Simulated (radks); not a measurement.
All-electron atom: the manganese ion Mn2+ in [Ar] 3d5.

Calculated with a radial shooting solver on a logarithmic mesh with Libxc functionals: scalar-relativistic Kohn-Sham, PBE, spin-polarised, spherical densities, finite nucleus; open shells are filled with parallel spins first; Fermi nuclear charge, rms radius 3.7057 fm.

Energy parts (eV):
total: -31500.732
kinetic: 31849.453
electron-nucleus: -74802.295
Hartree: 12862.169
exchange-correlation: -1410.058

Orbitals (lengths in bohr, moments of r in powers of bohr; r(max) is where P^2 peaks):
\begin{tabular}{lrrrrrr}
orbital & occ. & eigenvalue (eV) & <r^4> & r(max) & <r^2> & <1/r> \\ \hline
1s up & 1 & -6446.538 & 0.00006400 & 0.03987 & 0.004988 & 24.93 \\
1s down & 1 & -6446.562 & 0.00006400 & 0.03987 & 0.004988 & 24.93 \\
2s up & 1 & -761.5019 & 0.01494 & 0.2326 & 0.09240 & 5.300 \\
2s down & 1 & -759.3747 & 0.01480 & 0.2323 & 0.09201 & 5.311 \\
2p up & 3 & -647.5384 & 0.01157 & 0.1884 & 0.07529 & 5.198 \\
2p down & 3 & -645.9248 & 0.01143 & 0.1882 & 0.07488 & 5.208 \\
3s up & 1 & -105.3544 & 1.135 & 0.7366 & 0.8370 & 1.660 \\
3s down & 1 & -100.0132 & 1.158 & 0.7373 & 0.8432 & 1.653 \\
3p up & 3 & -74.0695 & 1.611 & 0.7527 & 0.9603 & 1.522 \\
3p down & 3 & -68.8167 & 1.677 & 0.7540 & 0.9747 & 1.512 \\
3d up & 5 & -25.8746 & 6.508 & 0.7596 & 1.643 & 1.172 \\
3d down & 0 & -21.0189 & 8.600 & 0.7701 & 1.848 & 1.133 \\
4s up & 0 & -20.0754 & 83.66 & 2.233 & 7.406 & 0.5127 \\
4p up & 0 & -14.3772 & 168.2 & 2.644 & 10.44 & 0.4277 \\
\end{tabular}

The highest occupied level is 3d up at -25.875 eV. The spin density at the nucleus is -1.404 e/bohr^3 (1s -0.017, 2s -2.261, 3s 0.875). The density falls to 0.001 e/bohr^3 at r = 3.05 bohr. The electron density at the nucleus is 1.326e+04 e/bohr^3 (large components only). For comparison, the ionisation energy in NIST's Atomic Spectra Database is 33.67 eV (measured). In exact Kohn-Sham theory the highest level is minus the ionisation energy, but local and semilocal functionals leave it too shallow, through self-interaction and a potential that decays too fast; potentials with the right tail come closer.
